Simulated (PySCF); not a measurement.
Nuclear quadrupole coupling in `FCCCc1ncon1`

Compound: C5H7FN2O.
Structure used (GFN2-xTB), in Å, numbered top down from 1:
```xyz
16
C5H7FN2O angstrom
F     -0.485    1.775   -0.599
C     -1.610    0.988   -0.537
C     -1.460   -0.088    0.530
C     -0.464   -1.179    0.119
C      0.893   -0.608   -0.049
N      1.585   -0.013    0.971
C      2.678    0.356    0.391
O      2.723    0.032   -0.896
N      1.551   -0.597   -1.173
H     -1.740    0.555   -1.534
H     -2.441    1.661   -0.304
H     -1.115    0.380    1.454
H     -2.437   -0.538    0.704
H     -0.427   -1.940    0.900
H     -0.764   -1.642   -0.822
H      3.506    0.870    0.835
```

Field gradients from the PBE0/pcSseg-1 density (PySCF, non-relativistic), principal values in atomic units, ordered |Vxx| ≤ |Vyy| ≤ |Vzz|:

| atom | Vxx | Vyy | Vzz |
| --- | --- | --- | --- |
| N6 | 0.4194 | 0.4904 | -0.9098 |
| O8 | -0.7837 | -0.9359 | 1.7195 |
| N9 | -0.0404 | -1.1820 | 1.2224 |

Task: Find the asymmetry η = (Vxx − Vyy)/Vzz and the couplings χ = eQV/h (234.96 MHz × Q in barn × V in au), with Q(14N) = 0.02044 b, Q(17O) = −0.0256 b.

Result: 
| atom | environment | nucleus | η | χzz (MHz) | χxx (MHz) | χyy (MHz) |
| --- | --- | --- | --- | --- | --- | --- |
| N6 | pyridine-type nitrogen | 14N | 0.08 | -4.369 | 2.014 | 2.355 |
| O8 | ring oxygen | 17O | 0.09 | -10.34 | 4.71 | 5.63 |
| N9 | pyridine-type nitrogen | 14N | 0.93 | 5.87 | -0.19 | -5.68 |

At N9 η is above 0.9: Vyy and Vzz are nearly equal in size and opposite in sign, so a small change could swap them and flip the sign of χzz. 

Task: What is Vzz at O8 in SI units (1 au = 9.71736 × 10²¹ V/m²)?

Result: 1.7195 au = 16.709 × 10²¹ V/m².

Task: What couplings would deuterons (Q(2H) = 0.00286 b) have in place of the hydrogens, at this geometry?

Result: 
```tsv
atom	bonded to	bond length (Å)	Vzz (au)	η	χzz (kHz)
H10	C2	1.095	0.2870	0.06	193
H11	C2	1.095	0.2889	0.07	194
H12	C3	1.091	0.2989	0.03	201
H13	C3	1.090	0.3062	0.03	206
H14	C4	1.092	0.3020	0.03	203
H15	C4	1.090	0.3016	0.02	203
H16	C7	1.071	0.3366	0.07	226
```

One conformer (not necessarily the lowest) at the GFN2-xTB geometry, without solvent, vibrations or thermal averaging. GFN2-xTB bond lengths can be off by several hundredths of an ångström, more for odd bonds, and the gradients follow them. With so small a basis the couplings can be 20 % off.
